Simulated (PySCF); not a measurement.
SMILES CCCCBr (C4H9Br), GFN2-xTB optimised geometry.

```
14

C      1.79     0.07     1.29
C      1.18    -0.48     0.00
C     -0.35    -0.48     0.00
C     -0.91     0.93     0.00
Br    -2.87     0.89    -0.12
H      2.87    -0.05     1.28
H      1.57     1.13     1.41
H      1.39    -0.46     2.15
H      1.52    -1.50    -0.14
H      1.55     0.11    -0.85
H     -0.70    -1.00    -0.89
H     -0.71    -1.02     0.88
H     -0.68     1.47     0.92
H     -0.57     1.50    -0.86
```

Density from PBE/def2-TZVP run with PySCF at that geometry.

Minimum of the electron density along straight lines between bonded atoms, close to the bond critical point (lines longer than 1.1 times the sum of covalent radii, or with two minima, are not listed):

```csv
bond,length / Å,ρ at the minimum / e bohr⁻³,∇²ρ there / e bohr⁻⁵,position (fraction from the first atom)
C1–C2,1.525,0.243,-0.57,0.50
C2–C3,1.530,0.241,-0.56,0.50
C3–C4,1.517,0.249,-0.60,0.48
C4–Br5,1.957,0.145,-0.12,0.44
C1–H6,1.087,0.277,-0.93,0.64
C1–H7,1.087,0.278,-0.93,0.64
C1–H8,1.088,0.277,-0.93,0.64
C2–H9,1.092,0.277,-0.93,0.64
C2–H10,1.093,0.276,-0.92,0.64
C3–H11,1.093,0.277,-0.93,0.64
C3–H12,1.093,0.277,-0.93,0.64
C4–H13,1.088,0.284,-0.98,0.65
C4–H14,1.090,0.282,-0.97,0.65
```
